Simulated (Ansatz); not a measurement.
Ideal-gas functions of CH$_{3}$F$_{2}$NSSi (`N=C(F)S[SiH2]F`) at 800 K and 1 bar, from an Ansatz frequency run at PBE0-D4/def2-TZVP.

Molar mass 127.19 g/mol, point group Cs (symmetry number 1), electronic degeneracy 1, moments of inertia 85.305, 375.406, 454.584 u Å². Harmonic wavenumbers (cm⁻¹, unscaled): 43, 108, 117, 218, 361, 485, 552, 600, 610, 724, 750, 838, 877, 903, 950, 988, 1231, 1771, 2274, 2290, 3577.

Use S(trans) = R[1.5 ln M + 2.5 ln T − 1.1517]; rotational temperatures θ = 24.2544 K / I; S(rot) = R[ln(√π/σ · √(T³/θAθBθC)) + 1.5]; for each mode x = 1.438777 ν̃/T, S = R[x/(eˣ − 1) − ln(1 − e⁻ˣ)] and H = RT x/(eˣ − 1); 1 cm⁻¹ = 0.0119627 kJ/mol; R = 8.31446 J/(mol·K).

Problem. By hand: the entropy, in J/(mol·K).

Solution. Translation 189.8. Rotation: θ = 0.2843, 0.0646, 0.0534 K, giving 129.4. Vibration, mode by mode: 29.60, 21.95, 21.29, 16.15, 12.05, 9.71, 8.71, 8.07, 7.95, 6.68, 6.43, 5.65, 5.34, 5.14, 4.80, 4.55, 3.22, 1.49, 0.72, 0.70, 0.10, in all 180.3. Electronic 0.0. Sum 499.5 J/(mol·K).

Problem. By hand: H − E and G − E in kJ/mol, counted from the electronic energy.

Solution. Zero-point energy ½ × 20267 × 0.0119627 = 121.2; thermal vibration 67.2; translation, rotation and pV give 4 RT = 26.6. H − E = 215.0 kJ/mol, and G − E = 215.0 − 800 × 499.5/1000 = -184.6 kJ/mol.

Vibration gives 36 % of the entropy, 72.8 J/(mol·K) of it from the modes under 150 cm⁻¹: soft modes count most, and the harmonic formula is weakest for them. The sum counts one conformer and one mirror image; others add a mixing term.
